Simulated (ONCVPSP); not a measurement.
## nitrogen (N): excitation energies, all-electron against ONCV

```json
{
  "Element": "N (Z = 7)",
  "Generator": "ONCVPSP 4.0.1",
  "Type": "optimised norm-conserving Vanderbilt (ONCV)",
  "Functional": "BLYP",
  "Relativity": "fully relativistic",
  "Frozen core": "[He]",
  "Valence charge": "5",
  "Reference configuration": "2s2 2p3",
  "Partial waves": "2s: rc 0.85 bohr, ncon 3, nbas 7, qcut 8.6 1/bohr, 2 projectors, debl 2 Ha; 2p: rc 1.35 bohr, ncon 4, nbas 7, qcut 12.8 1/bohr, 2 projectors, debl 1.8 Ha; d scattering state at 0.36 Ha: rc 1.35 bohr, ncon 4, nbas 9, qcut 7.6 1/bohr, 2 projectors, debl 3 Ha",
  "Local potential": "polynomial inside 0.75 bohr (lpopt 4, dvloc0 4 Ha)",
  "Core correction": "Teter function, fcfact 2.25, rcfact 1.45"
}
```

Open shells are filled in proportion to 2j + 1.

Energies are relative to the spin-unpolarised reference configuration 2s2 2p3; without spin polarisation the order of configurations can differ from experiment.

| valence configuration | charge | ΔE all-electron (eV) | error AE − PS (meV) |
| --- | --- | --- | --- |
| 2s2 2p2 | +1 | 13.574 | +6.1 |
| 2s2 2p1 | +2 | 42.447 | +61 |
| 2s0 2p5 | 0 | 22.842 | +39 |

Question: What are ΔE and the potential's error for 2s2 2p0?

Answer: ΔE = 89.607 eV all-electron; the error (AE − PS) is +297 meV.
